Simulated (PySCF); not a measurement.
A GIAO shielding run with PySCF 2.14.0 with density-fitted response routines (density fitting, non-relativistic, gas phase) on `[C@H]1(/C(C)=C\F)BCCC1`, C₇H₁₂BF:

```
$ OMP_NUM_THREADS=1 python probes_run.py task.json out

{"job": {"kind": "nmr", "xc": "wB97X-D", "basis": "pcSseg-1", "pop": false}, "charge": 0, "multiplicity": 1}
C      1.892743    -0.035224     1.352863
C      1.473854     0.472826     0.007302
C      2.333675     1.169481    -0.738146
F      2.012821     1.641421    -1.950012
C      0.091768     0.158995    -0.473399
B     -0.336727    -1.334648    -0.722583
C     -1.863464    -1.442134    -0.393856
C     -2.324113     0.010855    -0.210509
C     -1.094178     0.751169     0.316939
H      2.930435     0.238220     1.592934
H      1.812196    -1.134962     1.395454
H      1.248552     0.364603     2.153174
H      3.361862     1.410478    -0.453713
H      0.000221     0.532800    -1.520152
H      0.391239    -2.224966    -1.097664
H     -1.853761    -1.960426     0.591842
H     -2.491108    -2.068748    -1.045515
H     -3.202957     0.124006     0.443658
H     -2.606379     0.428764    -1.192794
H     -0.965955     0.533500     1.392381
H     -1.169747     1.845909     0.221915
```

Hardware: 1 thread of an Arm Neoverse N1, shared host. The job also computes ring-centre shieldings.

Task: How large is the calculation?

Result: 68 electrons, 213 basis functions and 1094 auxiliary functions.

Task: How long does it take, and how much memory does it need?

Result: 94 s of wall time, with 14 SCF cycles and 7 response iterations; peak memory 1.1 GiB. Times on a shared host scatter by some tens of per cent.

Task: And these other runs on the same molecule and hardware: GIAO shielding at PBE0/pcSseg-1?

Result: PBE0/pcSseg-1: 213 functions, 70 s.
